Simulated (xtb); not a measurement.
C$_{6}$H$_{11}$O$_{3}$, doublet, at a GFN2-xTB geometry; GFN1-xTB (xtb 6.7.1).

Here is a job for xtb.
```
$ xtb mol.xyz --gfn 1 --uhf 1 --acc 0.0001 --json

# file mol.xyz
20

C     -3.20383935     0.98605539     1.13980443
O     -2.08068920     0.16708962     0.94715693
C     -1.59411649     0.10472269    -0.32481753
C     -0.30965414    -0.59017706    -0.51748175
C     -0.17951966    -1.20651606    -1.90600350
O      0.77553047     0.38391117    -0.33977043
C      1.90906018    -0.04632216     0.20807192
C      2.90133935     1.08519261     0.33516714
O      2.11798786    -1.18148283     0.54726904
H     -4.05823285     0.62825410     0.55457970
H     -2.99213256     2.02298982     0.85692823
H     -3.44547922     0.93913629     2.20016232
H     -1.95606977     0.81447292    -1.05131116
H     -0.17519709    -1.35079682     0.26041720
H     -0.96891572    -1.93665837    -2.05785955
H      0.78356999    -1.70192818    -1.99899476
H     -0.25679782    -0.43217717    -2.66528802
H      2.38820189     2.00175577     0.60965457
H      3.38507604     1.23353705    -0.62826675
H      3.65372438     0.82753810     1.07428992
```

**Question.** Write the output that xtb gives for this input, abridged.

**Answer.** 
```
   ID    Z sym.   atoms
    1    6 C      1, 3-5, 7, 8
    2    8 O      2, 6, 9
    3    1 H      10-20

           -------------------------------------------------
          |                Calculation Setup                |
           -------------------------------------------------

           -------------------------------------------------
          |                 G F N 1 - x T B                 |
           -------------------------------------------------

          ...................................................
          :                      SETUP                      :
          :.................................................:
          :  # basis functions                  58          :
          :  # atomic orbitals                  58          :
          :  # shells                           40          :
          :  # electrons                        53          :
          :  # halogen bonds                     0          :
          :  max. iterations                   250          :
          :  Hamiltonian                  GFN1-xTB          :
          :  restarted?                      false          :
          :  GBSA solvation                  false          :
          :  PC potential                    false          :
          :  electronic temp.          300.0000000     K    :
          :  accuracy                    0.0001000          :
          :  -> integral cutoff          0.6500000E+02      :
          :  -> integral neglect         0.1000000E-11      :
          :  -> SCF convergence          0.1000000E-09 Eh   :
          :  -> wf. convergence          0.2000000E-08 e    :
          :  Broyden damping             0.4000000          :
          :  net charge                          0          :
          :  unpaired electrons                  1          :
          ...................................................

 iter      E             dE          RMSdq      gap      omega  full diag
   1    -32.8096215 -0.328096E+02  0.791E+00    3.19       0.0  T
   2    -32.9650210 -0.155399E+00  0.469E+00    2.08       1.0  T
   3    -32.9627452  0.227579E-02  0.165E+00    2.71       1.0  T
   4    -32.9722224 -0.947717E-02  0.196E-01    2.30       1.0  T
   5    -32.9727301 -0.507729E-03  0.440E-02    2.35       1.0  T
   6    -32.9727546 -0.244458E-04  0.774E-03    2.34       2.9  T
   7    -32.9727549 -0.315398E-06  0.924E-04    2.34      24.2  T
   8    -32.9727549 -0.728844E-08  0.321E-04    2.34      69.6  T
   9    -32.9727549 -0.568427E-09  0.101E-04    2.34     221.3  T
  10    -32.9727549 -0.283933E-10  0.220E-05    2.34    1016.6  T
  11    -32.9727549 -0.247979E-11  0.954E-06    2.34    2344.5  T
  12    -32.9727549 -0.923706E-13  0.213E-06    2.34   10484.5  T
  13    -32.9727549 -0.639488E-13  0.165E-07    2.34  100000.0  T
  14    -32.9727549  0.213163E-13  0.164E-08    2.34  100000.0  T
  15    -32.9727549 -0.710543E-14  0.315E-09    2.34  100000.0  T

   *** convergence criteria satisfied after 15 iterations ***

         :::::::::::::::::::::::::::::::::::::::::::::::::::::
         ::                     SUMMARY                     ::
         :::::::::::::::::::::::::::::::::::::::::::::::::::::
         :: total energy             -32.668144620823 Eh    ::
         :: gradient norm              0.012676276239 Eh/a0 ::
         :: HOMO-LUMO gap              2.341318735631 eV    ::
         ::.................................................::
         :: SCC energy               -32.972754904039 Eh    ::
         :: -> electrostatic           0.118196254401 Eh    ::
         :: repulsion energy           0.311890311925 Eh    ::
         :: dispersion energy         -0.007280028709 Eh    ::
         :: halogen bond corr.         0.000000000000 Eh    ::
         :: add. restraining           0.000000000000 Eh    ::
         :: total charge               0.000000000000 e     ::
         :::::::::::::::::::::::::::::::::::::::::::::::::::::

[...]
        34                         -0.0818548              -2.2274
        35                         -0.0731093              -1.9894
        36                         -0.0703350              -1.9139
        37                         -0.0682877              -1.8582
        38                         -0.0607366              -1.6527
       ...                                ...                  ...
        58                          0.7451192              20.2757
      -------------------------------------------------------------
                  HL-Gap            0.0860419 Eh            2.3413 eV
             Fermi-level           -0.3390186 Eh           -9.2252 eV

  Mulliken/CM5 charges         n(s)   n(p)   n(d)
     1C     0.17349  0.05255   0.970  2.857  0.000
     2O    -0.38787 -0.48501   1.683  4.705  0.000
     3C     0.12557  0.09568   1.011  2.863  0.000
     4C     0.21601  0.17754   1.024  2.760  0.000
     5C    -0.10306 -0.24947   1.014  3.089  0.000
     6O    -0.43113 -0.50773   1.697  4.734  0.000
     7C     0.58924  0.64050   0.973  2.438  0.000
     8C    -0.12328 -0.26378   1.017  3.106  0.000
     9O    -0.53558 -0.58784   1.720  4.815  0.000
    10H     0.02546  0.08435   0.975  0.000  0.000
    11H     0.02804  0.08700   0.972  0.000  0.000
    12H     0.04144  0.10218   0.959  0.000  0.000
    13H     0.01929  0.08478   0.981  0.000  0.000
    14H     0.06194  0.13780   0.938  0.000  0.000
    15H     0.03348  0.08666   0.967  0.000  0.000
    16H     0.05456  0.11056   0.945  0.000  0.000
    17H     0.03776  0.09276   0.962  0.000  0.000
    18H     0.05636  0.11287   0.944  0.000  0.000
    19H     0.06041  0.11524   0.940  0.000  0.000
    20H     0.05784  0.11336   0.942  0.000  0.000

Wiberg/Mayer (AO) data.
largest (>0.10) Wiberg bond orders for each atom

 ---------------------------------------------------------------------------
     #   Z sym  total        # sym  WBO       # sym  WBO       # sym  WBO
 ---------------------------------------------------------------------------
     1   6 C    3.907 --    12 H    0.983    11 H    0.977    10 H    0.977
                             2 O    0.941
     2   8 O    2.189 --     3 C    1.169     1 C    0.941
     3   6 C    3.302 --     2 O    1.169     4 C    1.039    13 H    0.972
     4   6 C    3.886 --     3 C    1.039     5 C    0.998    14 H    0.960
                             6 O    0.836
     5   6 C    3.994 --     4 C    0.998    17 H    0.986    15 H    0.986
                            16 H    0.984
     6   8 O    2.184 --     7 C    1.117     4 C    0.836     9 O    0.136
     7   6 C    3.838 --     9 O    1.702     6 O    1.117     8 C    0.977
     8   6 C    3.994 --    20 H    0.983    18 H    0.979     7 C    0.977
                            19 H    0.964
     9   8 O    1.962 --     7 C    1.702     6 O    0.136
    10   1 H    1.011 --     1 C    0.977
    11   1 H    1.010 --     1 C    0.977
    12   1 H    1.015 --     1 C    0.983
    13   1 H    1.001 --     3 C    0.972
    14   1 H    1.014 --     4 C    0.960
    15   1 H    1.009 --     5 C    0.986
    16   1 H    1.003 --     5 C    0.984
    17   1 H    1.004 --     5 C    0.986
    18   1 H    1.004 --     8 C    0.979
    19   1 H    1.002 --     8 C    0.964
    20   1 H    1.003 --     8 C    0.983
 ---------------------------------------------------------------------------

Topologies differ in total number of bonds
Writing topology from bond orders to xtbtopo.mol

 dipole moment from electron density (au)
     X       Y       Z
  -1.0462   1.3071  -0.6357  total (Debye):    4.552

           -------------------------------------------------
          | TOTAL ENERGY              -32.668144620823 Eh   |
          | GRADIENT NORM               0.012676276239 Eh/α |
          | HOMO-LUMO GAP               2.341318735631 eV   |
           -------------------------------------------------

normal termination of xtb
```
